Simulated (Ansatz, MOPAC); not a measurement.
The molecule LiN, multiplicity 3 (lowest of 2S+1 = 1, 3, 5 at CCSD(T)/def2-TZVPP on PBE0 minima; our sources give no spin for the ground state, which may be another).

Seven points along R, fitted to fifth degree in 1/R; most abundant isotopes. In def2 and cc sets the state is the lowest found near the PBE0 minimum, followed along R.

Correlated levels freeze the inner cores; with def2 sets outer-core shells near the valence are correlated too. The state that AM1, PM3 reach isn't checked.

Run with Ansatz (a quantum-chemistry and plane-wave program); MOPAC for AM1, PM3 (differences of heats of formation). Each number belongs to the level named beside it.

D_e counts from each atom's lowest state at the same level, without counterpoise or zero-point energy.

| level | r_e (Å) | ω_e (cm⁻¹) | ω_e x_e (cm⁻¹) | D_e (eV) | dipole (D) |
|---|---|---|---|---|---|
| AM1 | 1.873 | 816 | 4.3 | - | - |
| PM3 | 1.864 | ? | 4.9 | - | - |
| SVWN5/def2-TZVPP | 1.863 | 654 | 8.0 | 2.09 | 6.28 |
| B3LYP/def2-TZVPP | 1.860 | 674 | 7.3 | 1.84 | 6.62 |
| wB97X-V/def2-TZVPP | 1.858 | 695 | 6.3 | 1.73 | 6.89 |
| CCSD/def2-TZVPP | 1.865 | 680 | 7.6 | 1.29 | - |
| CCSD(T)/aug-cc-pVTZ | 1.888 | 651 | 5.8 | 1.53 | - |
| CCSD(T)/def2-QZVPP | ? | ? | 6.1 | 1.57 | - |

Task: Some entries are withheld; supply them.

Result: 
- CCSD(T)/def2-QZVPP, r_e (Å): 1.872
- CCSD(T)/def2-QZVPP, ω_e (cm⁻¹): 668
- PM3, ω_e (cm⁻¹): 696
